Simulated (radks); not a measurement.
Values are calculated unless marked as measured or tabulated.
Ti II, configuration [Ar] 3d2 4s1. Code: a radial shooting solver on a logarithmic mesh with Libxc functionals. Model: Dirac Kohn-Sham, B86b exchange with PBE correlation, spin-unpolarised, spherical densities, finite nucleus; open shells fill j = l - 1/2 first; Fermi nuclear charge, rms radius 3.5921 fm.

Unscreened Slater integrals over Kohn-Sham orbitals (hartree). Large and small components are both included. Empty in this configuration: 3d5/2.

integral            value
F0(4s1/2,4s1/2)   0.28305
F0(4s1/2,3d3/2)   0.34771
G2(4s1/2,3d3/2)  0.059160
F0(4s1/2,3p3/2)   0.36218
G1(4s1/2,3p3/2)  0.023850
F0(4s1/2,3p1/2)   0.36244
G1(4s1/2,3p1/2)  0.023616
F0(4s1/2,3d5/2)   0.34754
G2(4s1/2,3d5/2)  0.059467
F0(3d3/2,3d3/2)   0.61615
F2(3d3/2,3d3/2)   0.27744
F0(3d3/2,3p3/2)   0.70530
F2(3d3/2,3p3/2)   0.32476
G1(3d3/2,3p3/2)   0.40426
G3(3d3/2,3p3/2)   0.24158
F0(3d3/2,3p1/2)   0.70743
G1(3d3/2,3p1/2)   0.40507
F0(3d3/2,3d5/2)   0.61524
F2(3d3/2,3d5/2)   0.27703
G2(3d3/2,3d5/2)   0.27692
G4(3d3/2,3d5/2)   0.17086
F0(3p3/2,3p3/2)   0.83090
F2(3p3/2,3p3/2)   0.41635
F0(3p3/2,3p1/2)   0.83401
G2(3p3/2,3p1/2)   0.41771
F0(3p3/2,3d5/2)   0.70406
F2(3p3/2,3d5/2)   0.32404
G1(3p3/2,3d5/2)   0.40339
G3(3p3/2,3d5/2)   0.24104
F0(3p1/2,3p1/2)   0.83716
F0(3p1/2,3d5/2)   0.70619
G3(3p1/2,3d5/2)   0.24130
F0(3d5/2,3d5/2)   0.61433
F2(3d5/2,3d5/2)   0.27661
F4(3d5/2,3d5/2)   0.17067
